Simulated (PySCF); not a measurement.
A GIAO shielding run with PySCF 2.14.0 with density-fitted response routines (density fitting, non-relativistic, gas phase) on SMILES C(=C)(C#N)[SiH2]P, C₃H₆NPSi:

```
$ OMP_NUM_THREADS=1 python probes_run.py task.json out

{"job": {"kind": "nmr", "xc": "KT3", "basis": "pcSseg-1", "pop": false}, "charge": 0, "multiplicity": 1}
C     -1.648661    -0.168044    -1.139951
C     -0.768493     0.015490    -0.139260
C     -0.984508     1.022363     0.852750
N     -1.088132     1.824725     1.685199
Si     0.822352    -1.000458     0.018691
P      2.562722     0.425754    -0.231732
H     -2.558613     0.434054    -1.226461
H     -1.477731    -0.931977    -1.903535
H      0.814850    -1.996240    -1.092916
H      0.820665    -1.704771     1.335391
H      3.493168    -0.465138     0.388245
H      2.258260     1.103436     0.989613
```

Hardware: 1 thread of an Intel Xeon 6975P-C, shared host.

(1) How large is the calculation?

(2) How long does it take, and how much memory does it need?

(3) And these other runs on the same molecule and hardware: GIAO shielding at B3LYP/pcSseg-1; GIAO shielding at B97-D/pcSseg-1; GIAO shielding at BLYP/pcSseg-1; GIAO shielding at BP86/pcSseg-1; GIAO shielding at HF/pcSseg-1; GIAO shielding at KT2/pcSseg-1?

Results:

(1) 60 electrons, 146 basis functions and 799 auxiliary functions.

(2) 13 s of wall time, with 16 SCF cycles; peak memory 0.78 GiB. Times on a shared host scatter by some tens of per cent.

(3) B3LYP/pcSseg-1: 146 functions, 9.5 s; B97-D/pcSseg-1: 146 functions, 13 s; BLYP/pcSseg-1: 146 functions, 12 s; BP86/pcSseg-1: 146 functions, 13 s; HF/pcSseg-1: 146 functions, 4.6 s; KT2/pcSseg-1: 146 functions, 14 s.
